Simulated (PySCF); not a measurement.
**Unknown: peak-picked proton spectrum**

Formula C$_{6}$H$_{5}$F$_{3}$. The spectrum was simulated from the full spin Hamiltonian at 90 MHz with 0.8 Hz Lorentzian lines, from shifts rounded to 0.01 ppm and J to 0.1 Hz, couplings under 1 Hz left out.

Maxima in ppm (height), grouped by integral:
5H: 1.417 (2), 1.377 (3), 1.363 (4), 1.332 (4), 1.323 (7), 1.290 (7), 1.278 (7), 1.252 (11), 1.238 (7), 1.230 (8), 1.215 (12), 1.203 (6), 1.189 (12), 1.183 (11), 1.162 (10), 1.151 (16), 1.123 (11), 1.113 (15), 1.089 (13), 1.077 (7), 1.052 (14), 1.017 (5), 0.961 (20), 0.950 (20), 0.925 (99), 0.916 (65), 0.890 (46), 0.884 (45), 0.867 (100), 0.822 (89), 0.814 (82), 0.799 (55), 0.777 (23), 0.748 (4)

13C{1H} NMR (computed): δ 119.4 (C, q, J = 322.2 Hz), 97.6 (C, q, J = 5.0 Hz), 68.6 (C, q, J = 56.0 Hz), 11.5 (CH2), 0.4 (CH).

How the numbers were obtained: GIAO PBE0/pcSseg-1 shieldings, PBE0-D3(BJ)/def2-SVP geometry, couplings computed with B3LYP/pcJ-1 (spin–dipole term only in couplings to heteroatoms), in PySCF 2.14 (no solvent model, no relativistic terms, single conformer, averaged over atoms made equivalent by symmetry, fast rotation or ring inversion).

δ = σ(ref) − σ, references computed at the same level: 1H, 13C vs TMS.

(1) Analyse the multiplets.

(2) What is the compound?

## Answers

(1) 1H NMR (90 MHz, computed): δ 1.21 (m, 1H), 0.89 (m, 2H), 0.83 (m, 2H). These are first-order names from the parameters used; overlap and second-order distortion can hide them in the list.

(2) `InChI=1S/C6H5F3/c7-6(8,9)4-3-5-1-2-5/h5H,1-2H2`.

Atoms are numbered as in `[F:1][C:2]([F:3])([F:4])[C:5]#[C:6][CH:7]1[CH2:8][CH2:9]1`; H(Xn) means a hydrogen on atom n. Ha(C8), Ha(C9) are cis to C6 on the ring; Hb(C8), Hb(C9) are trans to C6 on the ring.

1. δ 1.21: H(C7), hydrogen on a three-membered-ring carbon, coupled to Hb(C8)/Hb(C9) (9.6 Hz), Ha(C8)/Ha(C9) (5.8 Hz), F1/F3/F4 (3.7 Hz).
2. δ 0.89: Hb(C8)/Hb(C9), hydrogen on a three-membered-ring carbon, coupled to H(C7) (9.6 Hz), Ha(C8)/Ha(C9) (7.7 Hz), Ha(C8)/Ha(C9) (5.2 Hz).
3. δ 0.83: Ha(C8)/Ha(C9), hydrogen on a three-membered-ring carbon, coupled to Hb(C8)/Hb(C9) (7.7 Hz), H(C7) and Hb(C8)/Hb(C9) (5.5 Hz).

The data come from this structure; uniqueness wasn't tested.

C–F couplings over four or more bonds (about 3 Hz to the para carbon of a fluoroarene) are left out. Common functionals overestimate the size of one-bond C–F couplings by tens of Hz; these are unscaled. Splittings below 1 Hz are ignored in the labels, and close J values are merged. Couplings among chemically equivalent protons are left out too, so labels in AA′BB′ or AA′XX′ sets are apparent multiplicities. Unscaled 3J(H,H) at this level run about 10 % above measured values. Shifts are as computed. Against solution values, carbons near 30 ppm lie about +2 ppm off and those near 130 ppm about +5 ppm. Of 1313 compounds with measured shifts, 239 miss one by over three times the rms of a fit or turn the order of signals round; such compounds aren't used in these exercises.
